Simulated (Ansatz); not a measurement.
Z-matrix (Å, degrees):
```
Ge
O 1 1.7554
H 2 0.9609 1 111.86
O 1 1.7554 2 106.15 3 28.66
H 4 0.9609 1 111.86 2 -153.06
O 1 1.7554 2 106.14 3 153.05
H 6 0.9610 1 111.85 2 -28.64
O 1 1.7554 2 116.34 3 -89.15
H 8 0.9610 1 111.86 2 -89.14
```
Charge 0, multiplicity 1.

All values below come from frozen-core CCSD(T)/cc-pVTZ // PBE0-D3(BJ)/def2-TZVP in Ansatz (an electronic-structure program).

```json
{
 "HF energy": "-2377.44086 Ha",
 "MP2 correlation energy": "-1.16499 Ha"
}
```

Task: Estimate the CCSD correlation energy, the (T) correction, the total energy and the T1 diagnostic.

Result: 
```yaml
CCSD correlation energy: -1.16829 Ha
"(T) correction": -0.04372 Ha
CCSD(T) total energy: -2378.65286 Ha
T1 diagnostic: 0.012
```
